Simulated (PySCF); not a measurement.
**K(16+) (potassium, charge +16) across methods**

[He] 2s1, 2S determinant. All numbers are calculated (PySCF 2.14, the spin-free X2C one-electron Hamiltonian (Gaussian nucleus), in an even-tempered Gaussian basis (19 s from 2.7 bohr⁻², ratio 2.2; 9 p from 4.3 bohr⁻², ratio 2.4; 6 d from 13 bohr⁻², ratio 2.4; 5 f from 19 bohr⁻², ratio 2.4; 4 g from 29 bohr⁻², ratio 2.4)).

| method | E (hartree) | mean ε 1s α (eV) | mean ε 1s β (eV) | mean ε 2s α (eV) | Σ⟨r²⟩ (bohr²) | ⟨S²⟩ |
| --- | --- | --- | --- | --- | --- | --- |
| PBE0 | -388.814 | -4428.9 | -4422.5 | -1015.0 | 0.1488 | 0.750 |
| TPSS | -388.991 | -4406.8 | -4402.0 | -1009.4 | 0.1486 | 0.750 |
| revPBE | -388.947 | -4398.3 | -4393.7 | -1008.4 | 0.1487 | 0.750 |
| LDA | -387.404 | -4384.5 | -4379.2 | -1005.6 | 0.1491 | 0.750 |
| UHF | -388.88298 | -4521.8 | -4511.3 | -1034.7 | 0.1489 | 0.750 |
| PBE | -388.773 | -4397.6 | -4392.6 | -1008.2 | 0.1488 | 0.750 |

(1) Estimate the same row for r2SCAN.

Answers

(1) E (hartree) = -388.913; mean ε 1s α (eV) = -4411.1; mean ε 1s β (eV) = -4406.6; mean ε 2s α (eV) = -1009.8; Σ⟨r²⟩ (bohr²) = 0.1489; ⟨S²⟩ = 0.750.
